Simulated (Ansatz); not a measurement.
Basis-set extrapolation for `OCCOCCO` (PBE0-D4/def2-TZVP geometry, frozen core, Ansatz 0.2.0). Multiplicity 1, RHF reference.

|  | def2-TZVPP | def2-QZVPP |
| --- | --- | --- |
| HF | -382.010489 | -382.028543 |
| MP2 correlation | -1.406043 | -1.508517 |
| CCSD(T) correlation | -1.508160 | not run |

Energies in hartree. Use E(X) = E(∞) + A·exp(−7.88·√X) for Hartree–Fock and E(X) = E(∞) + B·X^(−2.97) for correlation, with X = 3 and 4, and add CCSD(T) minus MP2 of the smaller set to the MP2 limit.

What is the CCSD(T) energy at the basis-set limit?

HF limit: -382.028543 + (-0.018054) × 0.13774 = -382.03103. MP2 limit: -1.508517 + (-0.102474) × 0.74074 = -1.58442. Higher-order term: -1.508160 − (-1.406043) = -0.10212. Total: -383.71757 hartree, 522.3 kJ/mol below CCSD(T)/def2-TZVPP.
